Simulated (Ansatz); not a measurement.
AsO, SMILES `O=[As]` radical. The species carries charge 0 and has multiplicity 2. Correlated methods include outer-core shells of As, which these sets cover unevenly. Scalar relativity is left out up to krypton.

Z-matrix (Å, degrees):
```
O
As 1 1.615
```

Task: Give the diagnostics of a CCSD(T)/def2-TZVPP run (frozen core, Ansatz 0.2.0). (Estimate.)

Result: The calculation gave: T1 = 0.0703, largest single amplitude 0.342, largest double 0.133, (T) share of the correlation energy 4.5 %, 14 CCSD cycles. ⟨S²⟩ of the UHF reference is 1.272 against 0.75 for a pure state. T1 lies over the customary mark of 0.045 for open shells.
